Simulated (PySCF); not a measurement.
BClH, SMILES Cl[BH] (connectivity only; charge and spin as stated), charge +1, multiplicity 1. Coordinates come from a TPSSh-D3(BJ)/def2-TZVPD optimisation. The spin state was assumed, not searched. The isomer is the one that the SMILES or the coordinates give; other isomers of the formula were not compared.

PySCF with TDDFT-M06-2X/def2-TZVPD puts the lowest singlet excitations at 6.93, 7.18, 7.18, 8.90, 8.90, 9.49 eV and the lowest triplet (TDA) at 6.14 eV.

Problem. What are the lowest singlet roots from EOM-CCSD/aug-cc-pVDZ in PySCF? (Estimate from the structure and the level; the computed values follow.)

Solution. 7.51, 7.53, 7.53, 9.41, 9.41, 9.60 eV; triplets 6.59, 7.11, 7.11 eV. S1 differs by 0.58 eV (second minus first; roots are paired by order, and the bases may differ).
